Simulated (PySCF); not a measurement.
Spin-rotation constants: `C[P+]12C=CC(C=C1)C=C2`, [C8H10P]+, charge +1

Cartesian coordinates in Å; atom numbers follow the order of the lines, from 1:
```xyz
19

C     2.362   -0.700    1.063
P     0.780   -0.230    0.351
C     0.448   -0.699   -1.352
C    -0.756   -0.282   -1.725
C    -1.607    0.476   -0.724
C    -0.821    1.695   -0.282
C     0.375    1.519    0.267
C    -1.792   -0.415    0.488
C    -0.715   -0.850    1.132
H     2.410   -0.349    2.095
H     3.168   -0.247    0.484
H     2.460   -1.786    1.040
H     1.153   -1.244   -1.955
H    -1.169   -0.450   -2.705
H    -2.565    0.760   -1.155
H    -1.272    2.662   -0.434
H     1.034    2.291    0.623
H    -2.800   -0.660    0.778
H    -0.702   -1.483    2.002
```

Total charge +1.

Computed with PySCF, GIAO PBE/pcSseg-1 magnetisability, rotational g tensor and spin-rotation constants, non-relativistic, gas phase. Geometry: GFN2-xTB.

For an ion the centre-of-mass motion in the field is neglected.

**Question.** Give the nuclear spin-rotation constants along the inertial axes (H = +C I·J) beside the isotropic shieldings.

**Answer.** Rotational constants 2.5280, 1.4094, 1.4092 GHz. A star marks the isotopologue with that one atom substituted, in its own axes.
```csv
atom,isotope,Caa (kHz),Cbb (kHz),Ccc (kHz),mean (kHz),σ (ppm)
P2,31P,4.052,2.175,2.175,2.800,323.3
H10,1H,-0.215,-0.107,-0.107,-0.143,28.9
H11,1H,-0.215,-0.107,-0.107,-0.143,28.9
H12,1H,-0.215,-0.107,-0.107,-0.143,28.9
H13,1H,-0.187,-0.055,-0.055,-0.099,24.4
H14,1H,-0.054,-0.074,-0.074,-0.067,23.2
H15,1H,0.189,-0.166,-0.166,-0.048,25.3
H16,1H,-0.054,-0.074,-0.074,-0.067,23.1
H17,1H,-0.188,-0.055,-0.055,-0.099,24.4
H18,1H,-0.054,-0.074,-0.074,-0.067,23.1
H19,1H,-0.188,-0.055,-0.055,-0.099,24.4
C1,13C*,0.314,0.159,0.159,0.210,181.5
C3,13C*,0.802,0.693,0.185,0.560,53.2
C4,13C*,1.097,0.775,0.168,0.680,16.8
C5,13C*,0.704,0.245,0.245,0.398,121.5
```
Where two moments of inertia are equal or nearly so, the constants along those axes are given as their average.
For the geometry as given, no vibrational averaging.
